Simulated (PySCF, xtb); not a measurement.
## Isomers of BH4In in order of energy

3 gas-phase structures of BH4In, found in a search over its isomers (lower ones may exist). Each was relaxed with GFN2-xTB:

A. a singlet given by its coordinates
B. `[BH2][InH2]`, a singlet
C. a singlet given by its coordinates

C (Å):

```xyz
6

B    -0.3790   -0.9697   -0.3666
In   -0.8853    1.4872   -0.8660
H     0.6137   -0.2436   -0.1823
H    -1.2900   -0.5256    0.3547
H    -0.1461   -2.1020   -0.1351
H    -0.7367   -0.7996   -1.5454
```

Close contacts (Å): B1–In2 2.56, B1–H3 1.24, B1–H4 1.24, B1–H5 1.18, B1–H6 1.24, In2–H3 2.39, In2–H4 2.39, In2–H6 2.39.

A (Å):

```xyz
6

B     0.1261    0.9101   -0.6529
In   -0.4631   -1.1896    0.5114
H    -0.2254    1.6472    0.1955
H     1.2789    0.6941   -0.7691
H    -0.5727    0.7539   -1.5884
H    -0.9211   -2.8772    1.4523
```

Close contacts (Å): B1–In2 2.47, B1–H3 1.18, B1–H4 1.18, B1–H5 1.18, In2–H6 1.99.

Question: Make a reasoned guess at their ranking by r2SCAN-D4/def2-SVP single-point energy.

Answer: Calculated order at r2SCAN-D4/def2-SVP: C (0.0), A (34.0), B (55.0) kcal/mol.

Energies above the lowest of each column, in kcal/mol; the last columns are at PBE0-D4/def2-SVP geometries:

```json
{"structure": "C", "GFN2-xTB": "0.0", "HF/STO-3G": "0.0", "r2SCAN-D4/def2-SVP": "0.0", "PBE0-D4/def2-SVP": "0.0", "CCSD(T)/def2-TZVP": "0.0"}
{"structure": "A", "GFN2-xTB": "16.5", "HF/STO-3G": "23.7", "r2SCAN-D4/def2-SVP": "34.0", "PBE0-D4/def2-SVP": "28.6", "CCSD(T)/def2-TZVP": "28.6"}
{"structure": "B", "GFN2-xTB": "68.9", "HF/STO-3G": "3.1", "r2SCAN-D4/def2-SVP": "55.0", "PBE0-D4/def2-SVP": "56.3", "CCSD(T)/def2-TZVP": "53.4"}
```

Every level run on C puts it lowest or level with the lowest. Flexible structures stand in one conformer each, not always the lowest. No reliable frequencies are at hand for these structures. Atoms past krypton carry core potentials in the def2 sets, without spin–orbit terms.

Programs: PySCF 2.14.0, xtb 6.7.1.
